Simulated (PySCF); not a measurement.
## Magnetisability: `InChI=1S/C6H8N2/c1-4-6(5-2)8-7-3/h4-5H,1-3H2`

Geometry:
```json
{"atom": "C1", "x (Å)": "-0.102", "y (Å)": "2.533", "z (Å)": "0.809"}
{"atom": "C2", "x (Å)": "-0.786", "y (Å)": "1.437", "z (Å)": "0.498"}
{"atom": "C3", "x (Å)": "-0.179", "y (Å)": "0.142", "z (Å)": "0.229"}
{"atom": "C4", "x (Å)": "-0.977", "y (Å)": "-0.995", "z (Å)": "-0.223"}
{"atom": "C5", "x (Å)": "-2.235", "y (Å)": "-0.969", "z (Å)": "-0.647"}
{"atom": "N6", "x (Å)": "1.092", "y (Å)": "0.030", "z (Å)": "0.395"}
{"atom": "N7", "x (Å)": "1.859", "y (Å)": "-0.972", "z (Å)": "0.417"}
{"atom": "C8", "x (Å)": "2.683", "y (Å)": "-1.446", "z (Å)": "-0.412"}
{"atom": "H9", "x (Å)": "0.972", "y (Å)": "2.518", "z (Å)": "0.878"}
{"atom": "H10", "x (Å)": "-0.592", "y (Å)": "3.470", "z (Å)": "1.007"}
{"atom": "H11", "x (Å)": "-1.863", "y (Å)": "1.472", "z (Å)": "0.436"}
{"atom": "H12", "x (Å)": "-0.438", "y (Å)": "-1.936", "z (Å)": "-0.214"}
{"atom": "H13", "x (Å)": "-2.731", "y (Å)": "-1.870", "z (Å)": "-0.968"}
{"atom": "H14", "x (Å)": "-2.817", "y (Å)": "-0.066", "z (Å)": "-0.703"}
{"atom": "H15", "x (Å)": "3.350", "y (Å)": "-2.218", "z (Å)": "-0.067"}
{"atom": "H16", "x (Å)": "2.757", "y (Å)": "-1.121", "z (Å)": "-1.446"}
```

Method used: GIAO PBE0/pcSseg-1 magnetisability, rotational g tensor and spin-rotation constants, non-relativistic, gas phase in PySCF. Geometry: GFN2-xTB.

Task: What are the magnetisability and the molar susceptibility?

Result: Isotropic -942 × 10⁻³⁰ J/T², or -56.7 × 10⁻⁶ cm³/mol; principal values -1213, -900, -712 × 10⁻³⁰ J/T², anisotropy 438 × 10⁻³⁰ J/T² (root of half the summed squared differences of the principal values). The susceptibility is in cgs units.

Task: Split it along the inertial axes a, b, c into diamagnetic and paramagnetic parts about the centre of mass, with the quadrupole moment.

Result: 
| axis | χ (10⁻⁶ cm³/mol) | diamagnetic (10⁻⁶ cm³/mol) | paramagnetic (10⁻⁶ cm³/mol) | summed x² of all electrons (Å²) | quadrupole Θ (D Å) |
| --- | --- | --- | --- | --- | --- |
| a | -43.2 | -567.8 | 524.6 | 180.2 | +8.32 |
| b | -54.2 | -829.8 | 775.6 | 118.4 | +0.26 |
| c | -72.8 | -1266.8 | 1194.0 | 15.4 | -8.59 |

Anisotropies 2χaa − χbb − χcc = +40.6 and 2χbb − χaa − χcc = +7.7 × 10⁻⁶ cm³/mol. Θ is traceless in Buckingham's convention.

Task: And the rotational g tensor?

Result: 
| axis | rotational constant (GHz) | g | nuclear part | electronic part |
| --- | --- | --- | --- | --- |
| a | 2.6257 | -0.0525 | 0.5945 | -0.6471 |
| b | 1.6520 | -0.0209 | 0.5811 | -0.6019 |
| c | 1.0428 | -0.0015 | 0.5835 | -0.5849 |

Asymmetric top; isotopes 12C, 1H, 14N; no vibrational averaging.
